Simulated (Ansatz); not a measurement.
Calculated with Ansatz (gas phase, PBE0-D4/def2-TZVP geometries, no zero-point term in ΔE). CBS: MP2 limit from def2 TZ/QZ plus the TZ coupled-cluster correction, frozen cores. This one scheme is used for every species, atoms too. Functionals use def2-TZVPP. Open shells (•) are unrestricted, without spin–orbit coupling. Spin–orbit coupling would lower the free atoms: a little for C, S, Si. One conformer a species, not always the lowest.

Consider the atomization: `C=C(N)S[SiH3]` → 2 C• + 7 H• + N• + S• + Si•.

`C=C(N)S[SiH3]`:

Z-matrix (Å, degrees):
```
Si
S 1 2.145
H 1 1.483 2 110.7
H 1 1.485 2 113.1 3 -123.9
H 1 1.485 2 103.7 3 118.6
C 2 1.773 1 99.1 3 50.1
N 6 1.388 2 114.1 1 45.0
C 6 1.333 2 120.4 1 -133.0
H 7 1.009 6 114.4 2 44.0
H 7 1.010 6 114.2 2 175.4
H 8 1.080 6 120.9 2 6.6
H 8 1.084 6 120.7 2 -174.2
```

```csv
level,ΔE (eV)
B97M-V,44.54
SCS-MP2/def2-QZVPP,44.38
```

Q: What does CCSD(T)/CBS give? (Estimate.)

A: Computed: +44.28 eV. The listed levels differ from it by 0.26, 0.10 eV.

Largest T1 diagnostic among the species: 0.012.

The D4 term adds +0.50 eV with B3LYP and +0.26 eV with PBE0; it sums over pairs of atoms, weighted by their polarisabilities, and B3LYP, whose exchange is more repulsive, gets the larger term. In def2-TZVPP, CCSD(T) changes the Hartree–Fock value by +11.50 eV (the triples alone add +0.74 eV) and MP2 by +12.04 eV; breaking electron pairs costs correlation energy, which Hartree–Fock lacks.

B3LYP here is the variant with VWN-RPA as its local correlation; programs differ in this.

For atomizations the MP2-based limit and the directly extrapolated one differ by several kJ/mol either way, and by 10 to 25 for some Ge, Se and Sn compounds, so smaller differences from it don't rank the levels.
